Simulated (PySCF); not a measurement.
Te(H)(tBu) (C4H10Te), SMILES CC(C)(C)[TeH].

The structure is a stationary point at PBE-D3(BJ)/def2-SVP. The def2 effective core potentials stand for the cores of Te; spin–orbit coupling is left out.

Method: PBE/def2-TZVP (PySCF).

Gas-phase values at a fixed geometry.

| Item | Result |
|---|---|
| total energy | -426.28179 hartree |
| point group | Cs |
| highest occupied level | -4.95 eV |
| lowest empty level | -1.64 eV |
| orbital gap | 3.31 eV |
| dipole moment | 1.57 D |
| quadrupole, principal values (traceless, Buckingham form, about the centre of nuclear charge) | -3.76, 0.69, 3.07 D·Å |
| mean static polarisability | 93.5 bohr³ (13.85 Å³) |
| polarisability, principal values | 80.9, 85.4, 114.2 bohr³ |
